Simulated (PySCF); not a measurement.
Excitation energy of Sb⁺ by level of theory

Sb⁺ [Kr] 4d10 5s2 5p2 (3P) → Sb⁺ [Kr] 4d10 5s2 5p1 6s1 (3P), as a difference of total energies. Computed with PySCF 2.14 in aug-cc-pwCVTZ-PP with ECP28MDF (8s7p6d4f1g, 96 functions), with scalar relativity through the core potential. Correlated levels: valence: 4s2 4p6 4d10 frozen. The calculations carry no spin-orbit coupling.

| method | excitation energy (cm⁻¹) |
| --- | --- |
| UHF | 66977 |
| MP2 (valence) | 67431 |
| SCS-MP2 (valence) | 67439 |
| CCSD (valence) | 67444 |
| CCSD(T) (valence) | 67393 |

Errors of the correlated levels include the incompleteness of this basis and the frozen core.

For comparison: 68518 cm⁻¹ (measured; NIST levels, between the centres of gravity of the two terms).
